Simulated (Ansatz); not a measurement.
Ge3Sb2⁻. Total charge -1; doublet. Geometry r2SCAN-D4/def2-SVPD; atoms count from 1.

```xyz
5

Sb    0.698    1.330   -1.524
Sb    2.068   -1.034   -1.238
Ge    0.117   -1.030    0.433
Ge   -1.216    1.341    0.471
Ge   -1.668   -0.608    1.857
```

In the def2 sets Sb takes a core potential; there is no spin–orbit coupling. Another isomer (doublet) lies 1.08 eV lower at PBE0-D4/def2-TZVPD; other spin states weren't run for this one.

Q: Estimate the Mulliken populations from the PBE0/def2-TZVPD orbitals of Ansatz.

A: 
```
atom  charge (e)  spin (α − β)
 Sb1       -0.15          0.69
 Sb2       -0.32          0.20
 Ge3        0.02          0.12
 Ge4       -0.23          0.05
 Ge5       -0.32         -0.06
```
Mulliken values depend strongly on the basis. With diffuse functions, as here, like atoms can get unlike values, and bond orders can come out too low or too high.

Q: Where does the spin sit?

A: Summed by element: Sb 0.89, Ge 0.11, of 1 unpaired in all. Largest on single atoms: Sb1 0.69, Sb2 0.20, Ge3 0.12.

Q: And the Mayer bond orders between heavy atoms (over 0.3)?

A: Sb1–Sb2 1.29 (2.75 Å); Sb1–Ge3 0.41 (3.12 Å); Sb1–Ge4 0.76 (2.76 Å); Sb2–Ge3 1.12 (2.57 Å); Ge3–Ge4 0.77 (2.72 Å); Ge3–Ge5 0.98 (2.32 Å); Ge4–Ge5 1.14 (2.43 Å).
